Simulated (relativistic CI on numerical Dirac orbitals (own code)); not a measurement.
**Hyperfine structure of Mo³⁵⁺, mass number 97**

Method of calculation: Dirac-Coulomb-Breit CI, separate exchange-only KLI orbitals for each configuration, QED by a radiative potential, unscaled Slater integrals (own radial code, finite nucleus).

CI space (outside the closed core 1s2): 2s2 2p3, 2s 2p4, 2p5, 2p4 3s, 2p4 3p, 2p4 3d, 2s2 2p2 3s, 2s2 2p2 3p, 2s2 2p2 3d, 2s 2p3 3s, 2s 2p3 3p, 2s 2p3 3d, 2s2 2p2 4s, 2s2 2p2 4p, 2s2 2p2 4d, 2s2 2p2 4f. Levels of other configurations are missing.

Nuclear spin I = 5/2, μ = -0.9324 μN, Q = 0.255 b (tables of Stone and Pyykkö). The electronic factors are computed for point nuclear moments, without core polarisation or the Bohr-Weisskopf and QED corrections.

```json
{"Level": "2s2 2p3 2D°_5/2", "E (Ry)": "8.4350", "A (GHz)": "-98.81", "B (GHz)": "-0.208"}
{"Level": "2s2 2p3 2P°_1/2", "E (Ry)": "9.9726", "A (GHz)": "-292.2", "B (GHz)": ""}
{"Level": "2s2 2p3 2P°_3/2", "E (Ry)": "17.2530", "A (GHz)": "-53.07", "B (GHz)": "-70.4"}
{"Level": "2s 2p4 4P_5/2", "E (Ry)": "18.6249", "A (GHz)": "-224.1", "B (GHz)": "32.9"}
{"Level": "2s 2p4 4P_3/2", "E (Ry)": "27.3700", "A (GHz)": "-165.9", "B (GHz)": "-49.9"}
{"Level": "2s 2p4 2D_5/2", "E (Ry)": "29.0798", "A (GHz)": "-275.6", "B (GHz)": "-96.7"}
{"Level": "2s 2p4 2P_1/2", "E (Ry)": "30.8317", "A (GHz)": "132.4", "B (GHz)": ""}
{"Level": "2s 2p4 2P_3/2", "E (Ry)": "31.7320", "A (GHz)": "-23.64", "B (GHz)": "7.62"}
```

Levels with J = 0, under 50 % of one LS term, or S terms without an open s electron are left out. Small factors come from cancelling terms and can be off by tens of per cent or more.

At this charge energies of transitions that change n are usually good to better than 1 %, and those within a shell (Δn = 0) to a few per cent.

**Question.** Give the hyperfine levels of 2s2 2p3 2D°_5/2 relative to its centre of gravity.

**Answer.** With K = F(F + 1) − I(I + 1) − J(J + 1), E = AK/2 + B[¾K(K + 1) − I(I + 1)J(J + 1)]/[2I(2I − 1)J(2J − 1)]: F = 0: 864.5, F = 1: 765.7, F = 2: 568.2, F = 3: 271.8, F = 4: -123.4, F = 5: -617.6 GHz.

LS names give the leading component of a level, which can be under half, so a name can repeat, a term be missing and a line seem to break the LS rules.
